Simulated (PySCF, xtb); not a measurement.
Si(F)2(Me)(SeH) (CH4F2SeSi), SMILES C[Si](F)(F)[SeH]. One conformer was computed; it need not be the lowest.

Harmonic wavenumbers (cm⁻¹) from GFN2-xTB run with xtb at its own minimum, in rising order: 67, 78, 126, 138, 182, 197, 244, 388, 624, 732, 807, 827, 867, 890, 1373, 1459, 1461, 2058, 3044, 3044, 3048.

Q: What does PBE-D3(BJ)/def2-SVP (PySCF 2.14.0) give at its own minimum? (Estimate from the structure and the level; the computed values follow.)

A: 109, 136, 157, 170, 221, 230, 304, 416, 624, 702, 755, 774, 866, 935, 1225, 1372, 1376, 2355, 2984, 3086, 3096. Paired by order, the mean absolute difference is 60 cm⁻¹ and the zero-point energies are 31.0 and 31.3 kcal/mol.
